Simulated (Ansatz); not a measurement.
Cost and result for the atomization energy of `[CH3][Sn]([NH2])([F])[F]` (10 atoms, 9 bonds).

```xyz
10

C    -1.2589    1.0033   -0.6590
Sn    0.3134   -0.3337   -0.2395
N     0.9705   -0.6150    1.6300
F    -0.1840   -2.0799   -0.8574
F     1.8258    0.1837   -1.3043
H    -0.9774    2.0036   -0.3331
H    -2.1549    0.6796   -0.1314
H    -1.4363    0.9990   -1.7332
H     1.0005   -1.6015    1.8606
H     1.9014   -0.2391    1.7674
```

Total charge 0; spin multiplicity 1. Correlated methods include outer-core shells of Sn, which these sets cover unevenly. Sn takes the def2 core potential. The structure was optimised at the PBE0-D4/def2-TZVP level. It is one conformer, not always the lowest. Program: Ansatz. All runs use 4 threads of an AMD EPYC 9R45 on a shared host. Times are those of one run each, without the atoms' runs, and a repeat can differ threefold. Electronic energies, without spin–orbit coupling; frozen cores. CCSD(T)/CBS adds CCSD(T) − MP2 in def2-TZVPP to the MP2 limit, and its time is that of the two runs behind it. T1 = 0.013. With those shells the extrapolation isn't a true limit.

CCSD(T)/CBS is a level of theory with its own doubt, some kJ/mol a heavy atom from the limit and from the frozen cores, so smaller differences don't rank the functionals.

```
                          level  functions  wall time
         LDA (SPW92)/def2-TZVPP        244      0.5 s
           revPBE-D4/def2-TZVPP        244      0.7 s
PBE-D4/def2-TZVPP (with forces)        244      0.9 s
             PBE0-D4/def2-TZVPP        244      1.1 s
        CAM-B3LYP-D4/def2-TZVPP        244      1.2 s
          r2SCANh-D4/def2-TZVPP        244      1.5 s
              B2PLYP/def2-TZVPP        244        2 s
              B97M-V/def2-TZVPP        244      2.4 s
             ωB97X-V/def2-TZVPP        244      2.5 s
               CCSD(T)/def2-SVP        107      3.2 s
                 MP2/def2-QZVPP        460      6.5 s
             CCSD(T)/def2-TZVPP        244       73 s
              CCSD(T)/CBS(def2)          –       80 s
```

What atomization energy does each give, and how far from CCSD(T)/CBS? (Estimate.)

The calculation gave: 
```
                          level  atomization (kcal/mol)  difference from CCSD(T)/CBS  per bond
         LDA (SPW92)/def2-TZVPP                   958.8                        119.4      13.3
           revPBE-D4/def2-TZVPP                   823.2                        -16.2      -1.8
PBE-D4/def2-TZVPP (with forces)                   848.0                          8.6       1.0
             PBE0-D4/def2-TZVPP                   824.6                        -14.8      -1.6
        CAM-B3LYP-D4/def2-TZVPP                   835.5                         -3.9      -0.4
          r2SCANh-D4/def2-TZVPP                   821.1                        -18.3      -2.0
              B2PLYP/def2-TZVPP                   821.6                        -17.8      -2.0
              B97M-V/def2-TZVPP                   835.0                         -4.4      -0.5
             ωB97X-V/def2-TZVPP                   836.2                         -3.2      -0.4
               CCSD(T)/def2-SVP                   767.0                        -72.4      -8.0
                 MP2/def2-QZVPP                   843.0                          3.6       0.4
             CCSD(T)/def2-TZVPP                   809.8                        -29.6      -3.3
              CCSD(T)/CBS(def2)                   839.4                          0.0       0.0
```

From r2SCAN to r2SCAN0 (25 % exact exchange), in def2-TZVPP and without D4, the atomization energy moves by −20.5 kcal/mol: exact exchange takes away binding that semilocal exchange gives to molecules. At CCSD(T), def2-SVP lies −72.4 kcal/mol from the extrapolated value and def2-TZVPP −29.5 kcal/mol: correlation converges slowly with the basis, and small sets miss more of it in the bonded molecule than in its fragments. Leaving LDA and LC-ωPBE aside and taking each functional with its dispersion term where it has one, the values, not all of them listed here, spread over 51.4 kcal/mol, from BHLYP-D4 to PBE-D4. LDA lies +115.1 kcal/mol from PBE without D4, its usual overbinding.

Spin–orbit coupling would lower the free Sn atoms strongly, and the atomization energy with them, by more than many differences here. For some Ge, Se and Sn compounds the MP2-based and the directly extrapolated limit differ by 10 to 25 kJ/mol.
